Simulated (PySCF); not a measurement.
Cartesian coordinates (Å):
```xyz
13

B      2.2113    -0.1125    -0.0508
C      0.6660    -0.0339    -0.0153
C     -0.1421    -1.1745    -0.2015
C     -1.5328    -1.0524    -0.1609
N     -2.1581     0.1098     0.0495
C     -1.4092     1.2021     0.2284
C     -0.0128     1.1824     0.2051
H      2.8722     0.8835     0.1123
H      2.7596    -1.1700    -0.2417
H      0.3158    -2.1511    -0.3772
H     -2.1713    -1.9319    -0.3044
H     -1.9479     2.1414     0.3990
H      0.5493     2.1071     0.3574
```
Charge 0, multiplicity 1.

What is the computed LUMO, S1 oscillator strength and HOMO (M06-2X/def2-TZVP // B3LYP-D3(BJ)/def2-SVP (PySCF 2.14.0))?


```json
{
 "LUMO": "-1.71 eV",
 "S1 oscillator strength": "0.002",
 "HOMO": "-8.88 eV"
}
```
